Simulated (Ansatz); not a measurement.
Relaxation of BClF2H2 (6 atoms, charge 0, multiplicity 1), to a largest force component of 0.03 eV/Å in at most 50 steps.

The calculation used RKS PBE0/def2-SVP in Ansatz.

```xyz
6
Properties=species:S:1:pos:R:3
B 0.023 -0.547 -0.336
H 0.008 0.253 1.920
F 1.140 0.096 -0.549
F -1.128 0.039 -0.535
Cl 0.071 -2.301 0.126
H 0.015 -0.465 1.934
```

**Question.** Where does it end, and by what steps?

**Answer.** The forces met the threshold. After 11 steps the energy has fallen by 0.164 eV; H6 moved furthest, 0.49 Å.

| step | energy less start (eV) | largest force component (eV/Å) | accepted |
| --- | --- | --- | --- |
| 0 | 0.0000 | 1.796 | yes |
| 1 | -0.1200 | 0.882 | yes |
| 2 | 0.1004 | 2.479 | no |
| 3 | -0.1012 | 0.910 | no |
| 4 | -0.1428 | 0.440 | yes |
| 5 | -0.1566 | 0.126 | yes |
| 6 | -0.1600 | 0.031 | yes |
| 7 | -0.1624 | 0.105 | yes |
| 8 | -0.1632 | 0.075 | yes |
| 9 | -0.1635 | 0.034 | yes |
| 10 | -0.1631 | 0.099 | no |
| 11 | -0.1636 | 0.004 | yes |

```xyz
6
Properties=species:S:1:pos:R:3
B 0.024 -0.656 -0.546
H 0.004 0.430 2.270
F 1.136 0.021 -0.695
F -1.123 -0.040 -0.694
Cl 0.070 -2.359 -0.172
H 0.018 -0.320 2.397
```

Run time: 14 s on 2 threads of AMD EPYC 7R43 64-Core Processor (Zen 3), with other jobs on the host, peak memory 0.14 GiB.
